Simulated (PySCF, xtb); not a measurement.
ZnCl2, SMILES [Cl][Zn][Cl].

GFN2-xTB (xtb) at its own geometry gives an orbital gap of 3.14 eV and a dipole moment of 1.54 D.

Geometry: PBE-D3(BJ)/def2-TZVP. The isomer is the one that the SMILES or the coordinates give; other isomers of the formula were not compared.

Q: What does PBE0/def2-TZVPD in PySCF give? (An estimate is asked for; the answer gives what the named calculation found.)

A: gap 7.43 eV (levels -9.19 and -1.76 eV), dipole 0.00 D.
